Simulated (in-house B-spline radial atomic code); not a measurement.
A run on an ion of nuclear charge 22 with 22.8 electrons that did not converge. Method: scalar-relativistic (X2C) PBEsol, spin-polarised, spherical fractional occupations, Fermi nucleus of rms radius 3.5921 fm; computed with an all-electron radial atomic-structure program (B-spline basis).

Command:
```bash
python run_scf.py task.json out
```
Settings (nuclear radius in fm, mass in u):
```
Z                22
configuration    [Ar] 3d2.8 4s2
hamiltonian      x2c
method           pbesol
spin_polarised   True
nucleus          fermi
rms_radius       3.5921
atomic_mass      47.94794
speed_of_light   137.035999084
```

First and last ten iterations of the last attempt (damped for 15 steps, keeping 80 % of the old Fock matrix, then DIIS):
```
 iter        energy (Eh)    residual
    1        -848.775002    2.67e-01
    2        -848.823819    2.97e-01
    3        -850.639089    1.94e-01
    4        -851.637744    1.17e-01
    5        -852.151350    6.52e-02
    6        -852.395389    3.97e-02
    7        -852.500214    2.50e-02
    8        -852.539538    1.52e-02
    9        -852.552187    1.03e-02
   10        -850.964505    7.93e-02
  111        -852.511204    2.83e-02
  112        -852.523676    2.24e-02
  113        -852.527960    2.18e-02
  114        -852.555337    7.71e-03
  115        -850.929925    7.63e-02
  116        -852.557485    2.99e-03
  117        -850.911142    7.65e-02
  118        -850.910840    7.65e-02
  119        -850.899658    7.70e-02
  120        -850.898415    7.71e-02
 not converged after 120 iterations
```

The smallest residual met was 2.6e-03; the threshold is about 2e-07. No energy from this run should be used. The likely cause: this method binds the added charge weakly or not at all at the basis-set limit, so charge moves back and forth between the atom and the box. Time taken, with all properties: 1.8 s on 1 thread of Arm Neoverse V2 (shared host).
